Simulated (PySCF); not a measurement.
C3H6O3, SMILES O(C(OC)=O)C.

Coordinates come from a PBE-D3(BJ)/def2-SVP optimisation.

Level of theory: PBE-D3(BJ)/def2-SVP in PySCF.

Harmonic, unscaled wavenumbers; measured fundamentals usually lie a few per cent lower.

Question: Give all harmonic wavenumbers and intensities. (Estimate from the structure and the level; the computed values follow.)

Answer: 
```csv
mode,ν (cm⁻¹),IR (km/mol),moving atoms (share of kinetic energy)
1,92,0.0,H 96 %
2,103,1.8,"H 77 %, O 14 %, C 9 %"
3,127,7.5,"C 40 %, H 40 %, O 20 %"
4,201,0.0,"O 74 %, H 19 %"
5,230,5.8,"C 51 %, H 28 %, O 21 %"
6,338,25.6,"O 58 %, C 25 %, H 17 %"
7,511,1.1,"C 54 %, O 33 %, H 13 %"
8,681,0.2,"O 84 %, H 12 %"
9,763,22.5,"C 79 %, O 20 %"
10,914,24.1,"O 67 %, H 18 %, C 15 %"
11,1012,60.1,"C 57 %, O 37 %"
12,1131,0.0,"H 76 %, C 19 %"
13,1134,6.6,"O 43 %, H 30 %, C 28 %"
14,1135,0.5,"H 76 %, C 19 %"
15,1153,17.7,"H 68 %, C 22 %, O 10 %"
16,1192,0.5,"O 45 %, H 33 %, C 21 %"
17,1288,721.8,"C 63 %, H 20 %, O 17 %"
18,1397,2.9,"H 88 %, C 8 %"
19,1403,0.0,H 97 %
20,1404,17.4,H 97 %
21,1416,95.5,H 90 %
22,1427,11.3,H 95 %
23,1437,53.8,"H 74 %, C 20 %"
24,1804,261.3,"C 66 %, O 33 %"
25,2972,60.8,H 97 %
26,2973,5.4,H 97 %
27,3059,0.0,"H 90 %, C 10 %"
28,3060,33.6,"H 90 %, C 10 %"
29,3107,7.6,"H 90 %, C 10 %"
30,3108,12.3,"H 90 %, C 10 %"
```
